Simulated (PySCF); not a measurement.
ReO₄, SMILES [O]=[Re-](=[O])(=[O])=[O], charge -1, multiplicity 1. Coordinates come from a r2SCAN-D4/def2-SVPD optimisation. The spin state was assumed, not searched. The isomer is the one that the SMILES or the coordinates give; other isomers of the formula were not compared. The def2 effective core potentials stand for the cores of Re; spin–orbit coupling is left out.

**Question.** Give the equilibrium geometry at r2SCAN-D4/def2-SVPD (PySCF confirms it by a frequency run) as bond lengths and angles, and its point group. (The exact figures need the calculation; the answer reports its results.)

**Answer.** point group Td.
Atoms: Re1 O2 O3 O4 O5. Bonded distances (Å): Re1–O2 1.744, Re1–O3 1.744, Re1–O4 1.744, Re1–O5 1.744. Angles (°): O2–Re1–O3 109.5, O2–Re1–O4 109.5, O2–Re1–O5 109.5, O3–Re1–O4 109.5, O3–Re1–O5 109.5, O4–Re1–O5 109.5.
Charge -1, spin multiplicity 1.
